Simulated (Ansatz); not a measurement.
System: C3H9BN (charge -1, singlet). It need not be the lowest isomer of its formula. Whether it binds its extra electron was not tested at this geometry. 
Coordinates optimised at B3LYP-D3(BJ)/def2-TZVP (Ansatz, an electronic-structure program):
```xyz
14

C      1.0705     0.6937     1.0843
B      0.4636    -0.2418     0.1395
C      1.0730    -1.7064    -0.1787
N     -0.7671     0.0473    -0.6467
C     -1.5761     1.1998    -0.3448
H      0.6704     1.6767     1.3347
H      2.0075     0.4718     1.5955
H      0.3590    -2.5139     0.0491
H      1.9765    -1.9051     0.4061
H      1.3342    -1.8255    -1.2404
H     -1.3272    -0.7598    -0.8820
H     -0.9654     2.1045    -0.4293
H     -1.9939     1.2080     0.6802
H     -2.4137     1.2982    -1.0491
```
Charge -1, spin multiplicity 1.

Basis-set convergence of Hartree-Fock and CCSD correlation energies (hartree) with Ansatz. Valence correlation only, unless marked. No spin-orbit coupling. Non-relativistic. This anion needs diffuse functions, which these sets lack.

```csv
basis,functions,E(HF),"E(corr, CCSD)"
cc-pVDZ,115,-197.96981,-0.76479
cc-pVTZ,276,-198.03558,-0.91449
cc-pVQZ,545,…,…
```

Question: Some entries are withheld; supply them.

Answer: 
- cc-pVQZ, E(HF): -198.05211
- cc-pVQZ, E(corr, CCSD): -0.95914
